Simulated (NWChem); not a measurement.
# CH4Cl2Ge; SMILES [Cl][GeH]([CH3])[Cl]

All runs: NWChem. Structure relaxed at the PBE0/def2-SVP level.

Diagonal of the polarisability tensor at PBE0/def2-SVPD, static: 72.31, 77.28, 61.62 bohr³.

Task: Find the mean polarisability volume, the molar refraction, and the refractive index that an ideal gas of it would have at 273.15 K and 1 atm.

Result: 
1. Mean: one third of the trace = 70.40 bohr³ × 0.14818 Å³/bohr³ = 10.43 Å³.
2. Molar refraction (Lorentz-Lorenz): (4π/3) N_A α = 26.3 cm³/mol.
3. Number density p/kT = 2.687 × 10⁻⁵ Å⁻³; n − 1 = 2π N α = 17.61 × 10⁻⁴.
4. These hold the electronic response alone: vibrational and orientational terms add to the static dielectric constant.
